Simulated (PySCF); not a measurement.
Excitations are Tamm–Dancoff values on a coarser integration grid. The basis has no diffuse functions, so Rydberg states are missing or too high.

Cartesian coordinates (Å):
```xyz
13

C     -0.6124    -1.3377     0.1810
N     -0.0795    -0.0563    -0.2210
C     -1.0650     0.9999    -0.2530
Si     1.5805     0.2855    -0.1095
Cl     2.2380     0.7656     1.8008
H     -1.4110    -1.6493    -0.5024
H      0.1676    -2.1013     0.1551
H     -1.0297    -1.3133     1.1969
H     -1.5129     1.1794     0.7339
H     -0.6134     1.9340    -0.5934
H     -1.8740     0.7449    -0.9474
H      1.8741     1.4724    -0.9419
H      2.3379    -0.9238    -0.4991
```
Charge 0, spin multiplicity 1.

Task: Predict the dipole moment, S1–T1 gap (TDA), total energy, S1 oscillator strength and LUMO from PySCF with PBE0-D4/def2-TZVP.

Result: 
dipole moment: 2.20 D
S1–T1 gap (TDA): 0.35 eV
total energy: -24087.02 eV
S1 oscillator strength: 0.005
LUMO: 0.67 eV
